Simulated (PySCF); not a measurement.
Gas-phase reaction: Sn(OH)2 + 2 SnO ⇌ 2 SnO2 + SnH2

Computed with PySCF (xtb for GFN2) and rigid-rotor harmonic-oscillator thermochemistry at 1 bar. † marks an energy on the PBE0/def2-TZVP geometry and frequencies; other levels use their own. All species are closed-shell singlets. B3LYP is the form with VWN-RPA correlation. Sn: scalar-relativistic def2 core potential, no spin-orbit coupling. Sn(OH)2, SnO2, SnH2: computed as isolated molecules; such fragments, hydroxides, amides, oligomers or adducts are transient or little studied in the gas. The harmonic model lacks anharmonicity and excited electronic states, which grow with temperature; levels with a mode under 35 cm⁻¹ are left out. Internal rotation in Sn(OH)2 is treated as a harmonic vibration of one conformer, which makes the entropy rough.

ΔH° and ΔS° at 298 K: B3LYP/def2-TZVP† 638 kJ, -18 J/K; GFN2-xTB 611 kJ, -9 J/K; HF/def2-TZVP† 705 kJ, -18 J/K.

Problem. With the heat capacities included, give log10 K (1 bar) at 800, 1200, 1600, 2000, 2500 K from B3LYP/def2-TZVP†, GFN2-xTB, HF/def2-TZVP†.

Solution. 
```
T (K)  B3LYP/def2-TZVP†  GFN2-xTB  HF/def2-TZVP†
-----  ----------------  --------  -------------
800               -42.5     -40.3          -46.9
1200              -28.6     -27.0          -31.5
1600              -21.6     -20.3          -23.8
2000              -17.3     -16.2          -19.1
2500              -14.0     -13.0          -15.4
```
